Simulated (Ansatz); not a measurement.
Reaction (cleavage of the Ge–Ge bond): `[CH3][GeH]([F])[GeH3]` + `OB(O)O` → `OB(O)[O][GeH3]` + `[CH3][GeH2][F]`

Calculated with Ansatz (gas phase, PBE0-D4/def2-TZVP geometries, no zero-point term in ΔE). CCSD(T)/CBS adds triple-zeta CCSD(T) − MP2 to the extrapolated MP2 energy (def2 sets, frozen cores). This one scheme is used for every species. DFT in def2-TZVPP. B3LYP here is the variant with VWN-RPA as its local correlation; programs differ in this. For Ge outer-core shells are correlated without core-valence functions, which leaves a few kJ/mol of doubt a bond. Scalar relativity is left out up to krypton. Each species was taken in one conformer, which may not be the lowest.

`[CH3][GeH]([F])[GeH3]`:

Cartesian coordinates in Å:
```
C -0.027 -0.079 1.830
Ge -0.440 0.699 0.098
F 0.450 2.210 0.033
Ge 0.324 -0.597 -1.806
H 1.042 -0.279 1.905
H -0.572 -1.016 1.962
H -0.317 0.613 2.622
H -1.924 1.110 -0.006
H 1.834 -0.856 -1.688
H 0.035 0.147 -3.117
H -0.406 -1.951 -1.833
```

`OB(O)O`:

Cartesian coordinates in Å:
```
O 0.147 -0.855 1.055
B 0.000 0.000 0.000
O 1.089 0.368 -0.738
O -1.236 0.488 -0.317
H 1.059 -1.127 1.177
H 0.859 0.969 -1.449
H -1.918 0.158 0.272
```

`OB(O)[O][GeH3]`:

Cartesian coordinates in Å:
```
O -1.049 0.099 1.240
B -1.023 0.177 -0.128
O -2.192 0.412 -0.803
O 0.151 0.023 -0.792
Ge 1.717 -0.286 0.023
H -1.931 0.223 1.598
H -2.053 0.446 -1.751
H 2.037 0.894 0.951
H 1.623 -1.608 0.796
H 2.720 -0.380 -1.133
```

`[CH3][GeH2][F]`:

```xyz
8

C     0.616   -0.150   -0.830
Ge   -0.472    0.052    0.759
F    -1.638    1.304    0.403
H     1.374   -0.920   -0.674
H     1.114    0.792   -1.061
H    -0.010   -0.438   -1.675
H     0.315    0.558    1.980
H    -1.300   -1.198    1.098
```

```
             level  ΔE (kJ/mol)  difference from CCSD(T)/CBS
            PBE-D4         15.3                         14.6
         r2SCAN-D4          3.9                          3.2
           PBE0-D4         11.4                         10.7
          B3LYP-D4          2.3                          1.6
           ωB97X-V         -4.3                         -5.0
               PBE         15.2                         14.5
            r2SCAN          3.8                          3.1
              PBE0         11.1                         10.4
     HF/def2-TZVPP        -21.7                        -22.4
    MP2/def2-TZVPP         -5.1                         -5.8
SCS-MP2/def2-TZVPP        -11.7                        -12.4
     HF/def2-QZVPP        -23.1                        -23.8
    MP2/def2-QZVPP         -2.9                         -3.6
SCS-MP2/def2-QZVPP        -10.2                        -10.9
      HF/CBS(def2)        -23.2                        -23.9
     MP2/CBS(def2)         -0.4                         -1.1
       CCSD(T)/CBS          0.7                            0
```

Largest T1 diagnostic among the species: 0.012.

From PBE to PBE0 (25 % exact exchange), in def2-TZVPP and without D4, ΔE moves by −4.1 kJ/mol. In def2-TZVPP, CCSD(T) changes the Hartree–Fock value by +17.7 kJ/mol (the triples alone add +0.9 kJ/mol) and MP2 by +16.5 kJ/mol.
